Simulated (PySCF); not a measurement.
This PySCF input asks for the NMR shieldings of SMILES B1[C@@H](C)CSCC1, C5H11BS; the geometry comes from GFN2-xTB.

```python
import basis_set_exchange as bse
import numpy as np
from pyscf import gto, dft
from pyscf.prop import nmr

atoms = """
C     2.292122    0.107714    0.436274
C     0.941930    0.194927   -0.288516
B    -0.118980    1.140920    0.404610
C    -1.669310    0.903528    0.262327
C    -2.120220   -0.509945   -0.092536
S    -1.151434   -1.205324   -1.465545
C     0.451831   -1.217967   -0.610999
H     2.700961    1.102111    0.595390
H     2.172003   -0.371765    1.405780
H     3.007852   -0.473160   -0.143729
H     1.130290    0.689610   -1.255202
H     0.253869    2.106706    0.954212
H    -2.220337    1.228444    1.149527
H    -1.992559    1.576985   -0.541034
H    -2.002135   -1.184013    0.757582
H    -3.159596   -0.535757   -0.419020
H     0.334794   -1.810546    0.298524
H     1.140161   -1.736149   -1.279294
"""
names = dict.fromkeys(["C", "B", "S", "H"], "pcSseg-1")
basis = {el: gto.basis.parse(bse.get_basis(n, elements=[el], fmt="nwchem")) for el, n in names.items()}
mol = gto.M(atom=atoms, basis=basis, charge=0, verbose=0)
mf = dft.RKS(mol, xc="PBE0")
mf.grids.level = 2
mf.grids.alignment = dft.numint.BLKSIZE   # the property module wants whole blocks of grid points
mf.conv_tol = 1e-9
mf.kernel()

calc = nmr.RKS(mf)   # GIAO
C = mf.mo_coeff
Co = C[:, mf.mo_occ > 0]
resp = mf.gen_response(singlet=True, hermi=2)
def vind(x):   # induced exchange potential for any number of trial vectors
    d = np.einsum("pi,xij,qj->xpq", C, 2 * x.reshape(-1, C.shape[1], Co.shape[1]), Co, optimize=True)
    return np.einsum("xpq,pi,qj->xij", resp(d - d.transpose(0, 2, 1)), C, Co, optimize=True).ravel()
mo1, _ = nmr.rhf.solve_mo1(calc, with_cphf=vind)
sigma = calc.kernel(mo1)
for i, s in enumerate(sigma):   # ppm
    print("%2d %-2s %9.2f" % (i, mol.atom_pure_symbol(i), np.trace(s) / 3))
```

Task: What does it print?

Result: 
```
 0 C     166.15
 1 C     146.91
 2 B      12.59
 3 C     154.03
 4 C     152.13
 5 S     501.24
 6 C     144.85
 7 H      30.06
 8 H      30.73
 9 H      30.56
10 H      30.51
11 H      24.00
12 H      29.41
13 H      30.38
14 H      29.11
15 H      29.03
16 H      29.27
17 H      29.06
```

These numbers come from an equivalent density-fitted implementation of the same equations, which agrees with the script to about 0.01 ppm for H and up to a few tenths of a ppm for heavy atoms, so last digits may differ.

Size and cost of the density-fitted run: 181 basis functions, 58 s wall time on 1 thread of an Arm Neoverse N1, shared host; peak memory 0.82 GiB.
